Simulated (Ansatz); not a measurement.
Molecule: ZrF, net charge 0, quartet state. The spin state was set by rule; other spins were not relaxed. 
Structure (B3LYP-D3(BJ)/def2-TZVP (Ansatz, a first-principles code) minimum search):
```xyz
2

Zr     0.0000     0.0000    -0.3501
F      0.0000     0.0000     1.5561
```
Charge 0, spin multiplicity 4.

Wanted: atomisation energy (electronic, to ground-state atoms), in kJ/mol. Correlated levels leave the core frozen unless marked. UHF or UKS for open shells. No spin-orbit coupling. The frozen core is the preceding noble-gas configuration, with the filled d and f shells of earlier blocks. Past Kr the def2 sets carry scalar-relativistic core potentials. STO-3G rows are all-electron and non-relativistic. The coupled-cluster limit lacks core correlation, which all-electron functionals hold. CBS marks a two-point X^-3 extrapolation of the correlation energy; Hartree-Fock from the larger set. [CCSD(T)-MP2]/basis is that difference in the basis named.

| level | program | atomisation energy (kJ/mol) | minus last row |
|---|---|---|---|
| SVWN5/def2-TZVPD | Ansatz | 733.5 | 145.3 |
| PBE-D4/def2-TZVPD | Ansatz + dftd4 | 656.0 | 67.8 |
| BLYP/def2-TZVPD | Ansatz | 616.5 | 28.3 |
| PBE0/STO-3G | Ansatz | 747.5 | 159.3 |
| PBE0-D3(BJ)/def2-TZVPD | Ansatz + dftd3 | 619.3 | 31.1 |
| PBE0/def2-TZVP | Ansatz | 617.4 | 29.2 |
| r2SCANh-D4/def2-TZVPD | Ansatz + dftd4 | 625.3 | 37.1 |
| HSE06/def2-TZVPD | Ansatz | 618.1 | 29.9 |
| B2GP-PLYP-D3(BJ)/def2-TZVPD | Ansatz + dftd3 | 590.4 | 2.2 |
| B2GP-PLYP-D4/def2-TZVPD | Ansatz + dftd4 | 589.4 | 1.2 |
| RPA@PBE/def2-QZVPP | Ansatz | 567.6 | -20.6 |
| MP2/def2-SVPD | Ansatz | 612.8 | 24.6 |
| RI-MP2/def2-QZVPPD | Ansatz | 628.9 | 40.7 |
| SCS-MP2/def2-TZVPP | Ansatz | 572.4 | -15.8 |
| CCSD/def2-TZVPPD | Ansatz | 560.5 | -27.7 |
| CCSD/CBS(def2-TZVPPD,def2-QZVPPD) | Ansatz | 576.3 | -11.9 |
| CCSD(T)/STO-3G | Ansatz | 599.0 | 10.8 |
| CCSD(T)/def2-SVPD | Ansatz | 562.7 | -25.5 |
| CCSD(T)/def2-QZVPP | Ansatz | 581.7 | -6.5 |
| RI-MP2/CBS(def2-TZVPPD,def2-QZVPPD)+[CCSD(T)-MP2]/def2-SVPD | Ansatz | 584.2 | -4.0 |
| CCSD(T)/CBS(def2-TZVPPD,def2-QZVPPD) | Ansatz | 588.2 | 0.0 |
